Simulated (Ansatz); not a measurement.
Ru3H6⁻. Total charge -1; doublet. Geometry PBE0-D4/def2-SVP, that of the neutral singlet; atoms count from 1.

```tsv
atom	x (Å)	y (Å)	z (Å)
Ru1	-0.028	1.072	0.849
Ru2	0.955	-0.074	-0.978
Ru3	-0.928	-0.998	0.127
H4	-0.622	-1.095	1.673
H5	0.048	2.060	-0.381
H6	-0.161	-0.383	-2.052
H7	-2.087	0.076	0.151
H8	1.514	0.891	1.142
H9	1.309	-1.548	-0.531
```

In the def2 sets Ru takes a core potential; there is no spin–orbit coupling. The charge -1 doublet is spin-contaminated (final ⟨S²⟩ up to 0.96, 0.75 for a pure state). The highest occupied level of the charge -1 doublet lies above zero (up to 0.01 eV). By energy differences its removal costs 1.41 eV (vertical, to the charge 0 singlet, at PBE0-D4/def2-TZVPD); a positive level beside a positive removal energy at the same level points to self-interaction error. The structure comes from a short search, and lower isomers may exist.

Estimate the Mulliken populations from the PBE0/def2-TZVPD orbitals of Ansatz.


| atom | charge (e) | spin (α − β) | d electrons |
| --- | --- | --- | --- |
| Ru1 | -0.44 | 0.93 | 7.11 |
| Ru2 | -0.42 | -0.34 | 7.12 |
| Ru3 | -0.35 | 0.43 | 7.10 |
| H4 | 0.03 | 0.00 | – |
| H5 | 0.03 | -0.01 | – |
| H6 | 0.04 | 0.00 | – |
| H7 | 0.03 | 0.00 | – |
| H8 | 0.03 | -0.01 | – |
| H9 | 0.04 | 0.00 | – |
Mulliken values and Mayer orders depend strongly on the basis. With diffuse functions, as here, like atoms can get unlike values, and bond orders can come out too low or too high.

Where does the spin sit?

Summed by element: Ru 1.02, H -0.02, of 1 unpaired in all. Largest on single atoms: Ru1 0.93, Ru3 0.43, Ru2 -0.34.

And the Mayer bond orders between bonded heavy atoms (over 0.3)?

Ru1–Ru2 1.30 (2.37 Å); Ru1–Ru3 1.28 (2.37 Å); Ru2–Ru3 1.30 (2.37 Å).
